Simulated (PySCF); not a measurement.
Computed shifts of a molecule C2H8OSi3, HF/pcSseg-1 in PySCF, GIAO, gas phase, atoms alike by connectivity averaged where their shifts nearly agree, in ppm (number of nuclei): ²⁹Si: -0.9 (1), -35.5 (1), -92.6 (1). ¹³C: 179.1 (1), 173.9 (1). ¹H: 7.97 (1), 7.76 (1), 5.31 (1), 4.43 (1), 3.64 (3), 1.82 (1). References: ¹⁷O against H2O (σ = 333.0 ppm); ²⁹Si against TMS (σ = 393.8 ppm); ¹³C against TMS (σ = 192.6 ppm); ¹H against TMS (σ = 31.99 ppm), references at their B3LYP-D3(BJ)/def2-TZVP geometries, non-relativistic. Coordinates come from a B3LYP-D3(BJ)/def2-SVP optimisation. One conformer was computed; it need not be the lowest.

Q: Which molecule gave these data?
A. [SiH3]C#C[SiH2]O[SiH3]
B. [SiH3]C1=C([SiH3])[SiH2]O1
C. [SiH3]C1=CO[SiH2][SiH2]1
D. O[Si@H]1C=C[Si@@H]1[SiH3]

A: D, O[Si@H]1C=C[Si@@H]1[SiH3]
